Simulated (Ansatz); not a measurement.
Consider the redistribution: `[NH2][GaH][SiH2][SiH3]` + `C[Te][SiH2]O` → `[NH2][GaH][SiH2]O` + `C[Te][SiH2][SiH3]`.

Calculated with Ansatz (gas phase, PBE0-D4/def2-TZVP geometries, no zero-point term in ΔE). CBS: MP2 limit from def2 TZ/QZ plus the TZ coupled-cluster correction, frozen cores. DFT in def2-TZVPP. B3LYP here is the variant with VWN-RPA as its local correlation; programs differ in this. Elements past krypton have def2 core potentials. For Ga, Te outer-core shells are correlated without core-valence functions, which leaves a few kJ/mol of doubt a bond. Scalar relativity is left out up to krypton. One conformer a species, not always the lowest.

| species | B3LYP energy (Eh) |
| --- | --- |
| `[NH2][GaH][SiH2][SiH3]` | -2563.56165 |
| `C[Te][SiH2]O` | -674.69388 |
| `[NH2][GaH][SiH2]O` | -2348.13854 |
| `C[Te][SiH2][SiH3]` | -890.11100 |

(1) Work out ΔE.

Largest T1 diagnostic among the species: 0.015.

Results:

(1) ΔE = (-2348.13854) + (-890.11100) − (-2563.56165) − (-674.69388) = 0.00599 Eh = +15.7 kJ/mol. CCSD(T)/CBS gives +15.1 kJ/mol.
